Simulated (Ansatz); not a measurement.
Geometry optimisation, Ansatz, UKS PBE0/def2-SVP.

Input:

```yaml
crystal:
  periodic: [false, false, false]
  atoms:
    - { symbol: "N", position_ang: [-1.3629, 0.1325, -1.8544] }
    - { symbol: C, position_ang: [-0.831, -0.0028, -0.8786] }
    - { symbol: Si, position_ang: [0.0416, -0.2981, 0.7168] }
    - { symbol: Cl, position_ang: [2.1058, -0.8, 0.3826] }
    - { symbol: H, position_ang: [0.0964, 0.8947, 1.5921] }
magnetization:
  spin_polarized: true
  initial_magnetization: 1
basis:
  gaussian: { orbitals: def2-SVP }
hamiltonian:
  xc: pbe0
relax:
  f_tol: 0.02
  max_steps: 50
```

Command:

```bash
$ ansatz run input.yaml --threads 2 --pin off --max-ram 3072MiB --backend cpu --events-out ev --progress --plain --runs-dir out
```

**Question.** Where does it end, and by what steps?

**Answer.** The run converged. After 5 steps the energy has fallen by 0.232 eV; H5 moved furthest, 0.07 Å.

```csv
step,energy less start (eV),largest force component (eV/Å),accepted
0,0.0000,5.190,yes
1,-0.2217,0.651,yes
2,-0.2301,0.191,yes
3,-0.2310,0.050,yes
4,-0.2314,0.066,yes
5,-0.2320,0.011,yes
```

```xyz
5
Properties=species:S:1:pos:R:3
N -1.376 0.134 -1.840
C -0.764 0.004 -0.861
Si 0.105 -0.310 0.736
Cl 2.056 -0.817 0.346
H 0.029 0.916 1.577
```

Time of the run: 8.8 s on 2 threads of AMD EPYC 9R14 (Zen 4) (shared host), peak memory 0.19 GiB.
